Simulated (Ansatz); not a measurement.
Reaction (ligand exchange at a Ge–F bond): `[OH][GeH2][F]` + CH₃NH₂ → `C[NH][GeH2][OH]` + H–F

Computed with Ansatz on PBE0-D4/def2-TZVP structures; ΔE is electronic, products minus reactants. CBS: MP2 limit from def2 TZ/QZ plus the TZ coupled-cluster correction, frozen cores. This one scheme is used for every species. Functionals use def2-TZVPP. For Ge outer-core shells are correlated without core-valence functions, which leaves a few kJ/mol of doubt a bond. Scalar relativity is left out up to krypton. One conformer a species, not always the lowest.

Is it downhill or uphill in electronic energy at CCSD(T)/CBS, and by how much? (An estimate is asked.)

Ansatz gave: Uphill: ΔE = +50.5 kJ/mol.

What do these levels give: B2PLYP, HF/def2-TZVPP, SCS-MP2/def2-TZVPP, CCSD(T)/def2-TZVPP, HF/def2-QZVPP, HF/CBS(def2)? (Best estimate.)

Ansatz gave: B2PLYP 64.5, HF/def2-TZVPP 78.0, SCS-MP2/def2-TZVPP 57.0, CCSD(T)/def2-TZVPP 53.7, HF/def2-QZVPP 80.0, HF/CBS(def2) 80.2 kJ/mol.

Largest T1 diagnostic among the species: 0.012.

In def2-TZVPP, CCSD(T) changes the Hartree–Fock value by −24.2 kJ/mol (the triples alone add −2.8 kJ/mol) and MP2 by −28.1 kJ/mol. The D4 term adds −9.3 kJ/mol with B3LYP and −5.2 kJ/mol with PBE0; it sums over pairs of atoms, weighted by their polarisabilities, and B3LYP, whose exchange is more repulsive, gets the larger term.

B3LYP here is the variant with VWN-RPA as its local correlation; programs differ in this.
